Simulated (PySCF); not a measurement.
CH9AlO2Si2 (SMILES [CH3][Al]([O][SiH3])[O][SiH3]), singlet, geometry from GFN2-xTB (such geometries of metal compounds can be far from the true shape). Base run: DF-CAMB3LYP/cc-pVDZ (PySCF).

Input for PySCF:
```python
from pyscf import gto, scf, dft

mol = gto.Mole()
mol.atom = '''
    Al    0.328227    0.517411    0.468922
    C     1.168480    1.860372    1.665972
    H     1.792393    1.382469    2.420049
    H     0.413247    2.460184    2.173924
    H     1.792076    2.553553    1.101008
    O    -0.785728    0.988621   -0.698016
    Si   -1.870818    1.391488   -1.842135
    H    -3.197806    1.074849   -1.309426
    H    -1.564414    0.618294   -3.046731
    H    -1.713334    2.830477   -2.071669
    O     0.708594   -1.115714    0.587127
    Si    1.042573   -2.706457    0.660993
    H    -0.195330   -3.400072    1.022183
    H     2.068555   -2.865527    1.695794
    H     1.539281   -3.116498   -0.653854
'''
mol.basis = 'cc-pvdz'
mol.charge = 0
mol.spin = 0
mol.verbose = 4
mol.build()

mf = dft.RKS(mol)
mf.xc = 'camb3lyp'
mf = mf.density_fit(auxbasis='def2-universal-jkfit')
mf.kernel()
```

The job was repeated with other settings on one machine. Differences are taken from the largest grid of the series, which the next largest meets within 10 µEh (grids.level = 7: -1015.486655 Eh). The cheapest run took roughly 16 core-seconds.

```
setting                      grid points  cost, times the cheapest (rough)  difference in total energy (µEh)
---------------------------  -----------  --------------------------------  --------------------------------
grids.level = 1                    56968                                 1                                59
grids.atom_grid = (50, 194)        98616                                 1                                66
grids.level = 2                   117720                                 2                                32
base                              188096                                 2                                -1
grids.atom_grid = (99, 590)       482448                                 5                                 0
grids.level = 5                   470952                                 5                                 0
grids.level = 7                   971352                                 8                         reference
```

Times come from a shared machine, hold the start-up and are rough.
